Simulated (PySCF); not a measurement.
## Computed structure and properties of [PbBr3]+

System: [PbBr3]+ (singlet); start: template (C2v). Method: PySCF 2.14.0, RKS PBE0, Pb def2-SVP with ECP60, Br def2-SVP; non-relativistic Hamiltonian with scalar-relativistic core potentials where named; density fitting; no spin-orbit coupling.

Input of the relaxation:

```python
mol = gto.M(atom='''
Pb    -0.44558     0.00000     0.00000
Br    -0.44558     0.00000     2.51100
Br    -0.44558    -0.00000    -2.51100
Br     2.06542     0.00000     0.00000''',
    basis={'Pb': 'def2-SVP', 'Br': 'def2-SVP'},
    ecp={'Pb': 'def2-SVP'},
    charge=1, spin=0)
mf = dft.RKS(mol, xc='PBE0')
mf.grids.atom_grid = (50, 194)
mf = mf.density_fit()  # fitting sets: Pb def2-universal-JKFIT, Br def2-universal-JKFIT
mf.conv_tol = 1e-08; mf.max_cycle = 55
mf.kernel(dm0)  # dm0: converged density of the start geometry
# quasi-Newton relaxation in Cartesian coordinates to a largest gradient under 0.00045 Eh/bohr, steps kept in the point group
```

Run from Python with OMP_NUM_THREADS=2; the lines above give its settings. Where DIIS fails, smearing, a level shift and second-order steps follow.
It took 58 s on 2 threads of Arm Neoverse V1, on a shared host, from the converged density of the start.

Course of the relaxation:

```tsv
step	energy above end (eV)	largest force component within the symmetry (eV/Å)
0	1.1024	1.249
1	0.7369	0.918
2	0.3337	0.605
3	0.1580	0.770
4	0.0646	0.584
5	0.0103	0.270
6	0.0002	0.079
7	-0.0001	0.027
8	0.0000	0.002
```

Relaxed geometry (D3h):

```xyz
4

Pb    0.1781    0.0000    0.0000
Br   -1.0645    0.0000    2.1696
Br   -1.0645    0.0000   -2.1696
Br    2.6795    0.0000    0.0000
```

```tsv
contact	Å
Pb1–Br2 (Br)	2.500
Pb1–Br3 (Br)	2.500
Pb1–Br4 (Br)	2.501
```

On the finer grid (75, 302):

The HOMO is -13.88 eV, the LUMO is -10.26 eV and the dipole about the centre of mass is 0.02 D. The set of Mulliken populations of Pb1 outside the core potential is s 3.45, p 7.38, d 10.24 and the D3(BJ) dispersion energy (not in the energies) is -0.161 eV.

```
atom  Mulliken (e)  Löwdin (e)  spin (e)
 Pb1          0.94        0.44      0.00
 Br2          0.02        0.19      0.00
 Br3          0.02        0.19      0.00
 Br4          0.02        0.19      0.00
```

On the grid (50, 194), as all that follows. Harmonic modes: a minimum within the noise of the softest modes; lowest 54 cm⁻¹ (negative: unstable), highest 264 cm⁻¹, zero-point energy 0.056 eV.

Taking off one Br (charge -1, singlet; the rest: singlet) in vacuum, both parts rigid, costs 14.83 eV; the small basis without counterpoise inflates it. Most of it is the attraction of opposite charges; other ways to part are cheaper, and one spin state was tried for the rest.

Rigid scan of Br along the line from its metal:

```
distance to Br2 (Å)  energy (eV)
               2.20        0.902
               2.30        0.344
               2.40        0.074
               2.50        0.000
               2.60        0.056
               2.70        0.196
               2.90        0.601
               3.20        1.265
               3.60        1.981
               4.10        2.538
```

One start shape was tried, so this needn't be the lowest isomer.
